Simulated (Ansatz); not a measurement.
Reaction (formal hydrolysis of a Ga–C bond): `C[CH](C)[Ga]([SH])[SH]` + H₂O → `[OH][Ga]([SH])[SH]` + `CCC`

Calculated with Ansatz (gas phase, PBE0-D4/def2-TZVP geometries, no zero-point term in ΔE). CCSD(T)/CBS is the MP2 limit (def2-TZVPP, def2-QZVPP) plus CCSD(T) − MP2 in def2-TZVPP, frozen cores. This one scheme is used for every species. DFT in def2-TZVPP. For Ga outer-core shells are correlated without core-valence functions, which leaves a few kJ/mol of doubt a bond. Scalar relativity is left out up to krypton. One conformer a species, not always the lowest.

| species | BLYP energy (Eh) |
| --- | --- |
| `C[CH](C)[Ga]([SH])[SH]` | -2841.11263 |
| H₂O | -76.44877 |
| `[OH][Ga]([SH])[SH]` | -2798.49058 |
| `CCC` | -119.10362 |

Q: Work out ΔE.

A: ΔE = (-2798.49058) + (-119.10362) − (-2841.11263) − (-76.44877) = -0.03280 Eh = -0.89 eV. CCSD(T)/CBS gives -0.64 eV.

Largest T1 diagnostic among the species: 0.013.

The D4 term adds +0.16 eV with B3LYP and +0.09 eV with PBE0; it sums over pairs of atoms, weighted by their polarisabilities, and B3LYP, whose exchange is more repulsive, gets the larger term. In def2-TZVPP, CCSD(T) changes the Hartree–Fock value by +0.32 eV (the triples alone add +0.04 eV) and MP2 by +0.35 eV. At CCSD(T), def2-SVP lies −0.24 eV from the extrapolated value and def2-TZVPP −0.07 eV.

B3LYP here is the variant with VWN-RPA as its local correlation; programs differ in this.
